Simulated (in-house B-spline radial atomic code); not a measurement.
**Binding energies in Se10+**

NIST's tabulated ground configuration is [Ar] 3d6; each binding energy is the energy of the ion with one electron taken from that subshell, relaxed, less that of the parent. Method: Dirac-Hartree-Fock, average of configuration, Fermi nucleus of rms radius 4.14 fm. Calculated with an all-electron radial atomic-structure program (B-spline basis). Energies include first-order Breit, QED and recoil terms.

| subshell | X-ray name | binding energy (eV) | -ε (eV) | relaxation (eV) |
| --- | --- | --- | --- | --- |
| 1s | K | 12929.2 | 12996.7 | 40.1 |
| 2s | L1 | 1931.9 | 1949.7 | 15.4 |
| 2p1/2 | L2 | 1748.9 | 1768.7 | 17.5 |
| 2p3/2 | L3 | 1707.8 | 1726.5 | 17.1 |
| 3s | M1 | 473.4 | 476.2 | 2.4 |
| 3p1/2 | M2 | 407.8 | 410.6 | 2.5 |
| 3p3/2 | M3 | 401 | 403.6 | 2.4 |
| 3d | M4,5 | 297.3 | 300.0 | 2.8 |

Relaxation = -ε minus the binding energy without Breit, QED and recoil terms.

Emission lines follow as differences of binding energies, with λ = 12398.42 eV·Å / E:

```tsv
line	holes	energy (eV)	wavelength (Å)
K-L3	1s → 2p3/2	11221.4	1.1049
K-L2	1s → 2p1/2	11180.3	1.109
K-M3	1s → 3p3/2	12528.2	0.98964
L1-M3	2s → 3p3/2	1530.9	8.0988
L3-M1	2p3/2 → 3s	1234.4	10.044
```

(1) What screening constant σ does Moseley's law, E = (3/4)·13.6057 eV·(Z - σ)², need for K-L3?

(2) What does it cost to remove both a 3s and a 3p1/2 electron?

(3) What does it cost to remove both a 2s and a 3p1/2 electron?

(4) What does it cost to remove both a 1s and a 2p1/2 electron?

Results:

(1) σ = 0.84.

(2) 916.62 eV, which is 35.45 eV more than the two single binding energies together.

(3) 2387.3 eV, which is 47.64 eV more than the two single binding energies together.

(4) 14830 eV, which is 152 eV more than the two single binding energies together.
